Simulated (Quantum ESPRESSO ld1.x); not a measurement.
Results of a calculation; reference values are marked as such.
Question: Cr VI, 19 electrons, occupied as [Ar] 3d1 (the NIST ground configuration). Level of theory: scalar-relativistic Kohn-Sham, LDA (Slater exchange, VWN5 correlation), spin-polarised, spherical densities, point nucleus; open shells are filled with parallel spins first (ld1.x of Quantum ESPRESSO 7.5). Some entries of the table are withheld. Estimate them.

orbital  occ.  eigenvalue (eV)  <r> (bohr)  r(max) (bohr)
1s up       1         -5952.74     0.06368          0.042
1s down     1         -5952.73     0.06368          0.042
2s up       1         -754.634      0.2939          0.244
2s down     1         -753.985      0.2937          0.244
2p up       3         -649.165      0.2603          0.198
2p down     3         -648.661      0.2601          0.198
3s up       1         -155.086      0.8619          0.760
3s down     1         -153.720      0.8632          0.760
3p up       3         -125.769      0.8940          0.773
3p down     3         -124.433      0.8958          0.773
3d up       1              (1)      0.9489          0.731
3d down     0              (2)      0.9539          0.736

Answer: 
(1) 3d up eigenvalue (eV): -80.0366
(2) 3d down eigenvalue (eV): -78.7114
